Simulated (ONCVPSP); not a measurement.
# Scattering properties, ONCV potential for oxygen (O)

| Item | Value |
| --- | --- |
| Element | O (Z = 8) |
| Generator | ONCVPSP 4.0.1 |
| Type | optimised norm-conserving Vanderbilt (ONCV) |
| Functional | PBE |
| Relativity | scalar-relativistic |
| Frozen core | [He] |
| Valence charge | 6 |
| Reference configuration | 2s2 2p4 |
| Partial waves | 2s: rc 0.80 bohr, ncon 3, nbas 8, qcut 9.9 1/bohr, 3 projectors, debl 3.8 Ha; 2p: rc 1.00 bohr, ncon 4, nbas 8, qcut 6.8 1/bohr, 2 projectors, debl 1 Ha |
| Local potential | polynomial inside 0.75 bohr (lpopt 5, dvloc0 -1 Ha) |
| Core correction | Teter function, fcfact 4.75, rcfact 1.15 |

The phase is arctan(r·R′/R) of the radial function R(r), unwrapped; energies in Ha, scanned from -2 to 5 Ha. A pole is an energy at which the radial function vanishes at the test radius. The pseudo phase is shifted by a multiple of π to meet the all-electron one at the reference energy, and phase errors are pseudo minus all-electron; the curves can meet again beyond the range given. Levels narrower than the energy grid can be missing from the lists of poles.

| channel | radius (bohr) | reference energy (Ha) | poles, all-electron | poles, pseudo | unbroken range about the reference energy with phases within 0.05 rad | phase error 1 Ha above the reference energy (rad) |
| --- | --- | --- | --- | --- | --- | --- |
| s | 0.81 | -0.88 | none | none | the whole range | +0.000 |
| p | 1.01 | -0.33 | 2.60 | 2.60 | the whole range | -0.000 |

Phases in the s channel:

| E (Ha) | all-electron | pseudo |
| --- | --- | --- |
| -1.98 | -0.306 | -0.306 |
| -1.80 | -0.376 | -0.376 |
| -1.62 | -0.443 | -0.443 |
| -1.44 | -0.509 | -0.509 |
| -1.26 | -0.571 | -0.571 |
| -1.08 | -0.630 | -0.630 |
| -0.90 | -0.686 | -0.686 |
| -0.72 | -0.739 | -0.739 |
| -0.54 | -0.789 | -0.789 |
| -0.36 | -0.835 | -0.835 |
| -0.18 | -0.878 | -0.878 |
| 0.00 | -0.919 | -0.919 |
| 0.18 | -0.957 | -0.957 |
| 0.36 | -0.992 | -0.992 |
| 0.54 | -1.025 | -1.025 |
| 0.72 | -1.056 | -1.056 |
| 0.90 | -1.085 | -1.085 |
| 1.08 | -1.111 | -1.111 |
| 1.26 | -1.137 | -1.137 |
| 1.44 | -1.160 | -1.160 |
| 1.62 | -1.183 | -1.183 |
| 1.80 | -1.204 | -1.204 |
| 1.98 | -1.223 | -1.223 |
| 2.16 | -1.242 | -1.242 |
| 2.34 | -1.260 | -1.260 |
| 2.52 | -1.276 | -1.276 |
| 2.70 | -1.292 | -1.292 |
| 2.88 | -1.307 | -1.307 |
| 3.06 | -1.321 | -1.321 |
| 3.24 | -1.335 | -1.335 |
| 3.42 | -1.348 | -1.348 |
| 3.60 | -1.360 | -1.360 |
| 3.78 | -1.372 | -1.372 |
| 3.96 | -1.383 | -1.383 |
| 4.14 | -1.394 | -1.394 |
| 4.32 | -1.405 | -1.405 |
| 4.50 | -1.415 | -1.415 |
| 4.68 | -1.425 | -1.425 |
| 4.86 | -1.434 | -1.434 |
